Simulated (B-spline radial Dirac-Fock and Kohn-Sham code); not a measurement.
Dipole and non-dipole photoemission parameters of As⁵⁺ 3d3/2

System: the As⁵⁺ ion, configuration 1s2 2s2 2p6 3s2 3p6 3d10; threshold 120.6 eV (orbital energy of the model). Level of theory: Dirac-Hartree-Slater photoionisation with a Latter tail; cross sections with all multipoles, angular parameters from the dipole term and its interference with E2; a radial B-spline solver.

Input of the calculation (task.json; shells as n, l, electrons):

```json
{"items": [{
  "Z": 33,
  "q": 5,
  "cfg": [[1, 0, 2], [2, 0, 2], [2, 1, 6], [3, 0, 2], [3, 1, 6], [3, 2, 10]],
  "A": 75,
  "rrms": 4.0968,
  "do": "xps",
  "hv": [65.9, 79.5, 80, 85.9, 90.4, 100, 165.0, 202.0, 346.0, 366.0, 421.0, 661.0, 718.0, 739.0, 774.0, 995.0, 1000, 1486.9, 2160.0, 2460.0, 2490.0, 2700.0, 3330.0, 4780.0, 5414.7, 6000, 8047.8, 9251.7, 11800.0, 13500.0]
}]}
```

Command: `python xray2_run.py task.json out`

For linearly polarised light dσ/dΩ = σ/(4π) [1 + β P₂(cos θ) + (δ + γ cos²θ) sin θ cos φ], with θ from the polarisation vector and φ the angle between the beam and the projection of the electron momentum on the plane normal to the polarisation.

```tsv
hν (eV)	σ (kb)	β	γ	δ
165	2540	0.543	-0.009	0.015
202	1980	0.750	0.001	0.019
346	695	1.098	0.059	0.029
366	611	1.121	0.068	0.030
421	438	1.165	0.095	0.033
661	130	1.221	0.212	0.044
718	103	1.220	0.239	0.047
739	94.3	1.219	0.249	0.048
774	82.3	1.216	0.265	0.050
995	38.4	1.184	0.363	0.060
1000	?	?	?	?
1486.9	10.3	1.083	0.539	0.085
2160	2.81	0.951	0.702	0.120
2460	1.76	0.902	0.757	0.135
2490	1.68	0.897	0.762	0.137
2700	1.25	0.865	0.794	0.148
3330	0.571	0.784	0.876	0.180
4780	0.142	0.651	1.005	0.251
5414.7	0.0865	0.608	1.046	0.280
6000	0.0573	0.573	1.077	0.307
8047.8	0.0173	0.478	1.155	0.393
9251.7	0.00964	0.434	1.184	0.441
11800	0.00344	0.361	1.214	0.534
13500	0.00193	0.323	1.218	0.593
```

**Question.** Give the values at 1000 eV.

**Answer.** σ = 37.8 kb, β = 1.183, γ = 0.365, δ = 0.060.
